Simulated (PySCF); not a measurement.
Dipole polarisabilities along the 5p block

Calculated with PySCF 2.14 for the ground configurations, without spin-orbit coupling: coupled response for Hartree-Fock and DFT, finite fields for MP2 and CCSD(T), with In [Kr] 4d10; Sn [Kr] 4d10; Sb [Kr] 4d10; Te [Kr] 4d10; I [Kr] 4d10; Xe [Kr] 4d10 frozen. Mean α in bohr³, C₆ of like pairs in atomic units.

```
                                                                                                species  α UHF  α PBE  α PBE0  α MP2  α CCSD(T)  α recommended (Schwerdtfeger and Nagle)  C₆ UHF  C₆ PBE  C₆ PBE0
In [Kr] 4d10 5s2 5p1 (x2c-TZVPPall with one added diffuse shell each of s, p, d, f type, spin-free X2C)  74.72  79.90   75.15  74.07      73.24                                   65 ± 4   808.0   823.3    779.5
Sn [Kr] 4d10 5s2 5p2 (x2c-TZVPPall with one added diffuse shell each of s, p, d, f type, spin-free X2C)  56.98  61.89   58.67  56.93      56.95                                   53 ± 6   635.5   681.2    644.4
Sb [Kr] 4d10 5s2 5p3 (x2c-TZVPPall with one added diffuse shell each of s, p, d, f type, spin-free X2C)  43.80  47.72   45.48  43.91      44.06                                   43 ± 2   484.5   528.2    501.1
Te [Kr] 4d10 5s2 5p4 (x2c-TZVPPall with one added diffuse shell each of s, p, d, f type, spin-free X2C)  37.46  40.73   38.94  38.25      38.34                                   38 ± 4   409.8   448.6    426.5
 I [Kr] 4d10 5s2 5p5 (x2c-TZVPPall with one added diffuse shell each of s, p, d, f type, spin-free X2C)  31.18  33.84   32.48  32.07      32.19                               32.9 ± 1.3   336.3   368.6    351.9
             Xe [Xe] (x2c-TZVPPall with one added diffuse shell each of s, p, d, f type, spin-free X2C)  25.99  28.06   27.05  26.89      27.06                              27.32 ± 0.2   274.9   299.5    287.4
```

Hartree-Fock lacks correlation. PBE lies above the recommended values here, as self-interaction makes its density too diffuse. MP2 and CCSD(T) carry the error of the frozen core. All values carry a basis error, and heavy open shells lack spin-orbit coupling.
